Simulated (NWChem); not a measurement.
BH$_{2}$S$_{2}$F; SMILES SB(S)F

```xyz
6

B      0.0000     0.0000    -0.3687
F      0.0000     0.0000    -1.6958
S      1.6304     0.0000     0.4200
H      1.2045     0.0000     1.6987
S     -1.6304     0.0000     0.4200
H     -1.2045     0.0000     1.6987
```
Atoms are numbered in this order, from 1.

Computed with NWChem. Pople sets run with spherical d functions. STO-3G and 3-21G are far too small for this property and stand as cheap habits. Geometry: optimised at PBE0/def2-SVP. Field at 589 nm.

Problem. Order these runs by computing time, cheapest first, and give rough ratios: B3LYP/def2-SVP; B3LYP/aug-cc-pVDZ; B3LYP/STO-3G.

Solution. B3LYP/STO-3G (1), B3LYP/def2-SVP (4), B3LYP/aug-cc-pVDZ (30). Ratios are rough, from one shared machine; the cheapest took very roughly 7 core-seconds. What differs between the cheapest and the dearest: isotropic polarisability (bohr³) 21.7 → 59.0; anisotropy (bohr³) 25.8 → 27.2.
